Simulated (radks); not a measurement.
Q: These are the eigenvalues of the occupied orbitals of an atom or ion with whole-number occupations (eV). All-electron calculation, Dirac Kohn-Sham, XLYP, spin-unpolarised, spherical densities, point nucleus. Program: a radial shooting solver on a logarithmic mesh with Libxc functionals.

1s1/2: -32.0898
2s1/2: -2.4166

Which element is it, and in what charge state? The configuration may be excited. Open shells, if any, are shared by 2j + 1.

A: Z = 2, helium, charge 0: He in 1s1 2s1. The 1s level, -1.1793 hartree, gives Z - s = 1.5 by -(Z - s)^2/2, which with screening and relativity narrows Z to a few neighbours, and the depths must fix Z and the occupations together.
